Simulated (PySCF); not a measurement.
H2Sb, SMILES [SbH2] (connectivity only; charge and spin as stated), charge +1, multiplicity 1.

The structure is a stationary point at B3LYP-D3(BJ)/def2-TZVPD. The multiplicity is an assumed one; other spin states were not compared. The isomer is the one that the SMILES or the coordinates give; other isomers of the formula were not compared. The def2 effective core potentials stand for the cores of Sb; spin–orbit coupling is left out.

These are PySCF with HF/def2-TZVPD values and carry that method's errors.

- total energy = -240.10088 hartree
- point group = C2v
- highest occupied level = -17.42 eV
- lowest empty level = -7.66 eV
- orbital gap = 9.76 eV
- dipole moment about the centre of nuclear charge = 0.41 D
- mean static polarisability = 31.2 bohr³ (4.63 Å³)
- polarisability, principal values = 26.1, 33.0, 34.6 bohr³
